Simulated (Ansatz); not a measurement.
Compare A (`[InH2][CH]1C[SiH2]1`) with its isomer B (`C=[C]([SiH3])[InH2]`).

Isolated molecules relaxed with PBE0-D4/def2-TZVP in Ansatz; ΔE leaves out vibrations. CCSD(T)/CBS is the MP2 limit (def2-TZVPP, def2-QZVPP) plus CCSD(T) − MP2 in def2-TZVPP, frozen cores. DFT in def2-TZVPP. def2 core potentials past Kr. For In outer-core shells are correlated without core-valence functions, which leaves a few kJ/mol of doubt a bond.

A:

```xyz
11

In   -0.8511   -1.8681    0.2098
C     0.0559   -0.0081    0.6835
C    -0.4081    1.3423    0.1021
Si    1.1495    0.7086   -0.6452
H    -1.9398   -1.9103   -1.1311
H    -0.4095   -3.2803    1.0926
H     0.4955    0.0445    1.6769
H    -0.3443    2.1970    0.7699
H    -1.3203    1.3417   -0.4872
H     2.4431    1.3168   -0.2701
H     1.1291    0.1158   -2.0012
```

B:

Z-matrix (Å, degrees):
```
Si
C 1 1.855
H 1 1.490 2 110.3
H 1 1.490 2 110.3 3 -118.1
H 1 1.491 2 111.2 3 120.9
In 2 2.153 1 122.5 3 59.1
C 2 1.338 1 120.7 3 -120.9
H 6 1.728 2 114.4 1 -179.8
H 6 1.722 2 122.1 1 0.3
H 7 1.090 2 123.0 1 180.0
H 7 1.092 2 122.3 1 -0.0
```

**Question.** Which is lower in electronic energy at CCSD(T)/CBS, and by how much? (Best estimate.)

**Answer.** Ansatz gave: B, by 6.1 kcal/mol.

**Question.** Give E(B) − E(A) in kcal/mol with PBE0-D4, HF/def2-TZVPP, B2PLYP, CCSD(T)/def2-TZVPP, ωB97M-V, MP2/def2-TZVPP, CCSD/def2-TZVPP. (Best estimate.)

**Answer.** The calculation gave: PBE0-D4 -2.3, HF/def2-TZVPP -15.1, B2PLYP -7.4, CCSD(T)/def2-TZVPP -6.9, ωB97M-V -5.1, MP2/def2-TZVPP -3.9, CCSD/def2-TZVPP -7.4. None reverses the order clearly.

Largest T1 diagnostic: 0.014.

In def2-TZVPP, CCSD(T) changes the Hartree–Fock value by +8.2 kcal/mol (the triples alone add +0.5 kcal/mol) and MP2 by +11.2 kcal/mol.
